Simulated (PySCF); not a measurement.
## Bond energies at MP2/def2-SVP beside a composite method

PySCF, lowest determinants of a PBE0 search. The composite is CCSD(T) extrapolated to the basis-set limit from two correlation-consistent sets, with core-valence (CV) and scalar-relativistic (SR) terms as its label shows; it has no spin–orbit coupling and nothing beyond (T).

```json
{"species": "CsK", "state (unpaired electrons)": "singlet (closed shell)", "De MP2 (eV)": "0.30", "De composite (eV)": "0.50", "composite": "CCSD(T)/CBS(DT)", "dissociates to": "Cs + K"}
{"species": "Te2", "state (unpaired electrons)": "triplet (π ↑↑)", "De MP2 (eV)": "2.51", "De composite (eV)": "2.92", "composite": "CCSD(T)/CBS(TQ)", "dissociates to": "Te + Te"}
{"species": "SrCl", "state (unpaired electrons)": "doublet (σ ↑)", "De MP2 (eV)": "3.97", "De composite (eV)": "4.19", "composite": "CCSD(T)/CBS(DT)", "dissociates to": "Sr + Cl"}
{"species": "SiN⁺", "state (unpaired electrons)": "triplet (π ↑↑)", "De MP2 (eV)": "1.79", "De composite (eV)": "2.55", "composite": "CCSD(T)/CBS(TQ)+CV+SR", "dissociates to": "Si⁺ + N"}
{"species": "LiI", "state (unpaired electrons)": "singlet (closed shell)", "De MP2 (eV)": "3.50", "De composite (eV)": "3.95", "composite": "CCSD(T)/CBS(TQ)+CV", "dissociates to": "Li + I"}
{"species": "CaO", "state (unpaired electrons)": "singlet (closed shell)", "De MP2 (eV)": "3.40", "De composite (eV)": "4.09", "composite": "CCSD(T)/CBS(DT)+CV", "dissociates to": "Ca + O"}
{"species": "TlI", "state (unpaired electrons)": "singlet (closed shell)", "De MP2 (eV)": "3.35", "De composite (eV)": "3.57", "composite": "CCSD(T)/CBS(DT)+CV", "dissociates to": "Tl + I"}
{"species": "ZnO", "state (unpaired electrons)": "triplet (σ ↑, π ↑)", "De MP2 (eV)": "1.18", "De composite (eV)": "1.24", "composite": "CCSD(T)/CBS(DT)", "dissociates to": "Zn + O"}
```

Task: Does MP2 bind more or less than the composite, by how much on average, and where is the difference largest?

Result: MP2/def2-SVP binds less on average, method and basis taken together: the mean signed difference is -0.38 eV and the mean absolute one 0.38 eV; it is largest for SiN⁺ (-0.76 eV).

The molecules are drawn from runs that passed checks on state, spin purity and fit, so the hardest cases are missing and the errors look smaller than over all diatomics.

Correlated steps freeze the inner cores (4 to 28 orbitals); shallow outer-core shells are correlated. UHF and ROHF references stand side by side, which adds small steps between rows. Weak bonds: CsK. Basis-set superposition, not corrected here, can be much of De in a small basis, most of all at correlated wavefunction levels. These are scalar-relativistic numbers at best; spin–orbit coupling would shift them, the dissociation energy most. For an ion De counts to the pair picked by the measured ionisation energies or electron affinities, which need not be the lowest pair at this level. Where the molecule has an RHF reference, its open-shell atoms are computed with UHF. The CCSD T1 diagnostic is raised in CaO, a sign that a single reference may not be enough there. States were picked by a PBE0 search and need not be the measured ground states.
